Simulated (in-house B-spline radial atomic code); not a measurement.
How G0W0 and RPA depend on the start: V8+

Configuration [Ne] 3s2 3p3, highest spin. Computed with an all-electron radial atomic-structure program (B-spline basis): all electrons, scalar-relativistic (spin-free one-electron X2C), finite nucleus, each spin shell either full or empty, empty states to l = 9 with an (l + 1/2)⁻⁴ tail; G0W0 by contour deformation at full frequency.

```
            start  mean-field 3p up (eV)  G0W0 (eV)  QP weight  RPA correlation (Eh)
     Hartree-Fock                -204.39    -204.95      0.977              -0.89628
         LDA VWN5                -191.75    -204.52      0.955                -1.005
              PBE                -191.98          ?          ?                     ?
             PBE0                -195.36          ?          ?                     ?
           r2SCAN                -193.25    -204.62      0.960              -0.98648
            HSE06                -194.90    -204.63      0.963              -0.97407
  B3LYP (VWN-RPA)                -194.59    -204.59      0.962              -0.97768
             SCAN                -193.29    -204.60      0.960              -0.98618
             TPSS                -192.38    -204.52      0.957              -0.99725
        BHandHLYP                -198.44    -204.75      0.970              -0.94355
        CAM-B3LYP                -196.58    -204.66      0.966              -0.96372
          LC-wPBE                -197.71    -204.70      0.968              -0.96242
            wB97X                -197.62    -204.64      0.968              -0.95747
           PBEsol                -191.80    -204.50      0.956               -1.0037
             BLYP                -191.72    -204.45      0.956               -1.0038
          r2SCAN0                -196.25    -204.73      0.966              -0.96029
LDA exchange-only                -190.25    -204.53      0.954               -1.0045
```

What G0W0 level, weight and RPA correlation energy follow from the PBE start?

G0W0 level -204.48 eV, weight 0.956, RPA correlation -1.0032 hartree.

What G0W0 level, weight and RPA correlation energy follow from the PBE0 start?

G0W0 level -204.64 eV, weight 0.964, RPA correlation -0.97108 hartree.

How much of the dependence on the start does G0W0 remove?

The mean-field levels span 14.1 eV and the G0W0 levels 0.503 eV. Against 206 ± 0.4 eV (NIST, semi-empirical) the G0W0 removal energies are off by -1.55 to -1.05 eV, with spin-orbit coupling, Breit and QED terms left out.
